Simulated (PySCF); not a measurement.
Compound: C₃H₁₀N₂SSi₂.
Numbering: `[CH3:1][S:2][Si@@H:3]([NH2:4])[SiH2:5][CH2:6][C:7]#[N:8]` (hydrogens: H9, H10, H11 on C1; H12 on Si3; H13, H14 on N4; H15, H16 on Si5; H17, H18 on C6)

Cartesian coordinates in Å at the GFN2-xTB level; atoms count from 1:
```
atom  x, y, z in Å
C1    -2.7119    0.8349    0.0202
S2    -2.4596   -0.3658    1.3642
Si3   -0.4220   -0.9659    0.9675
N4    -0.4636   -1.6487   -0.6137
Si5    1.0459    0.8261    0.9122
C6     2.0515    0.8042   -0.7390
C7     2.5531   -0.5054   -0.9734
N8     2.9111   -1.5840   -1.1230
H9    -2.0735    1.6988    0.1804
H10   -2.4918    0.3670   -0.9337
H11   -3.7540    1.1339    0.0566
H12   -0.2098   -1.8778    2.0945
H13   -1.2206   -2.2702   -0.8605
H14    0.3973   -1.9787   -1.0245
H15    2.0479    0.7552    1.9824
H16    0.4898    2.1885    0.9462
H17    2.8848    1.5048   -0.6888
H18    1.4168    1.0893   -1.5792
```

Computed at PBE0/pcSseg-1 (PySCF, non-relativistic), with Q(33S) = −0.0678 b, Q(14N) = 0.02044 b: S2, 33S (I = 3/2): χzz = 35.27 MHz, η = 0.879; N4, 14N (I = 1): χzz = -4.266 MHz, η = 0.250; N8, 14N (I = 1): χzz = -4.412 MHz, η = 0.114.

(1) Where would the pure quadrupole (NQR) lines of 33S at S2 fall for the rigid, isolated species?

(2) Find the zero-field quadrupole resonance frequencies of 14N at N4.

(3) Find the zero-field quadrupole resonance frequencies of 14N at N8.

## Answers

(1) From ν = (|χ|/2)√(1 + η²/3): ν = 19.77 MHz (sulfur bonded to C and Si).

(2) From ν± = (3/4)|χ|(1 ± η/3) and ν0 = |χ|η/2: ν+ 3.466 MHz, ν− 2.933 MHz, ν0 0.533 MHz (silicon-bound nitrogen).

(3) From ν± = (3/4)|χ|(1 ± η/3) and ν0 = |χ|η/2: ν+ 3.435 MHz, ν− 3.184 MHz, ν0 0.251 MHz (nitrile nitrogen).

In a crystal, neighbours and librations shift these lines. GFN2-xTB bond lengths can be off by several hundredths of an ångström, more for odd bonds, and the gradients follow them. A larger basis could move these couplings by a tenth or more.

One conformer stands for the species.
